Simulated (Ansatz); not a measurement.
`C#[C][InH2]` + CH₃NH₂ → `C[NH][InH2]` + `C#C` at 600 K and 1 bar (ligand exchange at the In–C bond).

Program: Ansatz. Geometries: PBE0-D4/def2-TZVP. ΔE: electronic, gas phase. CCSD(T)/CBS adds triple-zeta CCSD(T) − MP2 to the extrapolated MP2 energy (def2 sets, frozen cores). This one scheme is used for every species. Elements past krypton have def2 core potentials. For In outer-core shells are correlated without core-valence functions, which leaves a few kJ/mol of doubt a bond.

```csv
species,CCSD(T)/CBS energy (Eh),H − E (kJ/mol),S (J/(mol·K))
`C#[C][InH2]`,-267.62648,121.0,358.1
CH₃NH₂,-95.75281,199.3,283.8
`C[NH][InH2]`,-286.14916,222.1,392.4
`C#C`,-77.22717,96.2,235.4
```

H − E and S are ideal-gas, rigid-rotor, harmonic terms from PBE0-D4/def2-TZVP. 1 Eh = 2625.50 kJ/mol, R = 8.31446 J/(mol·K).

Task: By hand: ΔE, ΔH, ΔS and ΔG.

Result: ΔE = (-286.14916) + (-77.22717) − (-267.62648) − (-95.75281) = 0.00296 Eh = 7.8 kJ/mol. Δ(H − E) = 222.1 + 96.2 − 121.0 − 199.3 = -2.0, so ΔH = 5.8 kJ/mol. ΔS = 392.4 + 235.4 − 358.1 − 283.8 = -14.1 J/(mol·K). ΔG = 5.8 − 600 × (-14.1)/1000 = 14.3 kJ/mol.

Task: By hand: the equilibrium constant, and the temperature at which ΔG would vanish if ΔH and ΔS stayed fixed.

Result: log₁₀ K = −ΔG/(RT ln 10) = -1.2. ΔH and −TΔS have one sign here, so there is no such temperature. One of them is within its doubt of zero, so this could turn.

TΔS isn't small against ΔH here. A doubt of 5 kJ/mol in ΔE shifts log₁₀ K by 0.4 here. These are equilibria of isolated gas molecules and say nothing of rates. Largest T1 diagnostic: 0.016 (customary marks: 0.02 for closed shells, 0.045 for open ones).
